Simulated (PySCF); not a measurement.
## FZrN: from structure and modes to constants

Computed with PySCF, PBE0, basis Zr def2-TZVP with ECP28, N def2-TZVP, F def2-TZVP (scalar-relativistic core potentials, no spin–orbit coupling, density fitting).

The singlet minimum has Cs symmetry. Masses (u): Zr 89.90470, N 14.00307, F 18.99840.

```xyz
3
charge 0 multiplicity 1, angstrom
Zr   -0.0889    0.0000   -0.2884
N    -1.4690    0.0000    0.6978
F     1.5042    0.0000    0.8527
```

Harmonic wavenumbers (cm⁻¹): 250.5 (a', ×1), 601.2 (a', ×1), 1045.7 (a', ×1).

Task: Find the principal moments of inertia and the rotational constants. What kind of rotor is it?

Result: About the centre of mass I = 25.004, 77.017, 102.02 u Å². With B = 16.8576/I this gives 0.6742, 0.2189, 0.1652 cm⁻¹. The molecule is an asymmetric top with κ = -0.79.

Task: What is the harmonic zero-point energy?

Result: Half the sum of all 3 wavenumbers, 1897/2 = 949 cm⁻¹, which is 11.3 kJ/mol (1 cm⁻¹ = 0.0119627 kJ/mol).

Task: Give the standard entropy (298.15 K, 1 bar) by its translational, rotational, vibrational and spin parts, and Cp.

Result: Sackur–Tetrode with M = 122.91 u gives 168.9; rotation with symmetry number 1 gives 99.2; vibration 9.4; spin R ln 1 = 0.0. The total is 277.5 J/(mol K), and Cp = 4 R + 13.1 = 46.3 J/(mol K).

This need not be the most stable arrangement of these atoms.
